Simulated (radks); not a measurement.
Q: All-electron atom: Xe+ in [Kr] 4d10 5s2 5p5. All-electron calculation, Dirac Kohn-Sham, LDA (Slater exchange, Perdew-Wang correlation), spin-unpolarised, spherical densities, point nucleus; open shells fill j = l - 1/2 first. Program: a radial shooting solver on a logarithmic mesh with Libxc functionals. Some entries of the table are withheld. Estimate them.

| orbital | occ. | eigenvalue (hartree) | <1/r> (bohr^-1) |
|---|---|---|---|
| 1s1/2 | 2 | -1261.227 | 58.07 |
| 2s1/2 | 2 | (1) | 13.58 |
| 2p1/2 | 2 | -184.7858 | 13.57 |
| 2p3/2 | 4 | -172.8716 | 12.47 |
| 3s1/2 | 2 | -40.48206 | 4.851 |
| 3p1/2 | 2 | -35.57737 | (2) |
| 3p3/2 | 4 | -33.31545 | (3) |
| 3d3/2 | 4 | -24.65285 | 4.354 |
| 3d5/2 | 6 | -24.17426 | 4.284 |
| 4s1/2 | 2 | -7.59763 | 1.971 |
| 4p1/2 | 2 | (4) | 1.862 |
| 4p3/2 | 4 | (5) | 1.773 |
| 4d3/2 | 4 | -2.59074 | 1.528 |
| 4d5/2 | 6 | -2.51728 | 1.506 |
| 5s1/2 | 2 | -1.07444 | 0.7231 |
| 5p1/2 | 2 | -0.66526 | 0.6142 |
| 5p3/2 | 3 | -0.61315 | 0.5840 |

A: 
(1) 2s1/2 eigenvalue (hartree): -196.5656
(2) 3p1/2 <1/r> (bohr^-1): 4.766
(3) 3p3/2 <1/r> (bohr^-1): 4.494
(4) 4p1/2 eigenvalue (hartree): -5.86013
(5) 4p3/2 eigenvalue (hartree): -5.40473
